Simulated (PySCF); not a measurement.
BrHSeZn, SMILES [Br][Zn][SeH]. Heavy atoms are numbered as in [Zn:1]([Br:2])[SeH:3]. Hydrogens are named by the atom that carries them.

Geometry: B3LYP-D3(BJ)/def2-SVP. The structure was generated by enumeration; whether it is a known compound was not checked. Other conformers were not sampled.

All values below come from PySCF with KT2/pcSseg-1.

GIAO shieldings, no solvent; atoms alike by connectivity are averaged. δ = σ(ref) − σ: ⁷⁷Se against Me2Se (σ = 1692.1 ppm); ¹H against TMS (σ = 31.47 ppm), references at their B3LYP-D3(BJ)/def2-TZVP geometries, non-relativistic (without spin–orbit terms, shifts of atoms bonded to Cl or Br come out too high).

```
nucleus      atoms  count  δ (ppm)
-------  ---------  -----  -------
⁷⁷Se     Se3 (SeH)      1   -541.2
¹H        H on Se3      1     0.39
```
